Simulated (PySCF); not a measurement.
# Polarisability and C₆ of Pb (lead, neutral)

[Xe] 4f14 5d10 6s2 6p2, high-spin 3P determinant. Computed with PySCF 2.14 in aug-cc-pVTZ-DK3, with the spin-free X2C one-electron Hamiltonian (Gaussian nucleus). Coupled (time-dependent) response in atomic units; α is the mean over directions.

```tsv
method	mean α (bohr³)	α xx, yy, zz	C₆ (like pair)	S(−4)
PBE0	64.98	47.35, 73.79, 73.79	748.7	1779
```

S(−4) is the Cauchy moment in α(ω) = α(0) + S(−4) ω² + …

Reference α: 47 ± 3 bohr³ (recommended; Schwerdtfeger and Nagle, table of static dipole polarizabilities (2023 update)). Published C₆: 534.0 (Gould and Bucko (2016)).

Spin-orbit coupling is absent.

α(iu) at PBE0:

```json
{"u (hartree)": "0", "α(iu) (bohr³)": "64.98"}
{"u (hartree)": "0.0500", "α(iu) (bohr³)": "60.93"}
{"u (hartree)": "0.100", "α(iu) (bohr³)": "52.10"}
{"u (hartree)": "0.200", "α(iu) (bohr³)": "35.52"}
{"u (hartree)": "0.300", "α(iu) (bohr³)": "25.05"}
{"u (hartree)": "0.500", "α(iu) (bohr³)": "14.49"}
{"u (hartree)": "0.750", "α(iu) (bohr³)": "8.875"}
{"u (hartree)": "1.00", "α(iu) (bohr³)": "6.159"}
{"u (hartree)": "1.50", "α(iu) (bohr³)": "3.587"}
{"u (hartree)": "2.00", "α(iu) (bohr³)": "2.376"}
{"u (hartree)": "3.00", "α(iu) (bohr³)": "1.258"}
{"u (hartree)": "5.00", "α(iu) (bohr³)": "0.5175"}
```

A single London oscillator, α(iu) = α/(1 + u²/ω²), gives C₆ = (3/4) ω α². Matching the computed C₆ needs ω = 4 × 748.7 / (3 × 64.98²) = 0.236 hartree.

The components differ because the open shell of this determinant is not spherical; for a pure term their mean is the scalar polarisability.

Spin-orbit coupling is strong in this species (close to jj coupling), so the high-spin LS determinant is a model state, not a physical level.
